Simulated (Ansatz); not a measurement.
`[OH][Hf]([F])([F])[SH]` at its PBE0-D4/def2-TZVP geometry, where that method's forces vanish. Charge 0, multiplicity 1. Hf: def2 effective core potential.

```xyz
7

O     1.2264    0.0939    0.8941
Hf   -0.2061   -0.5696   -0.1632
F     0.4273   -1.6240   -1.6153
F    -1.3710   -1.6741    0.8590
S    -1.4500    1.3615   -1.0302
H     1.9933    0.2045    1.4477
H    -0.6199    2.2078   -0.3921
```

What forces (eV/Å) does r2SCAN-D4/def2-TZVPP give on these atoms in Ansatz 0.2.0? (An estimate is asked.)

Ansatz gave: 
```
O1   0.100  0.058  0.073
Hf2 -0.050 -0.034 -0.037
F3   0.025 -0.047 -0.057
F4  -0.046 -0.049  0.040
S5  -0.062  0.087 -0.043
H6   0.031 -0.004  0.023
H7   0.001 -0.012  0.000
```
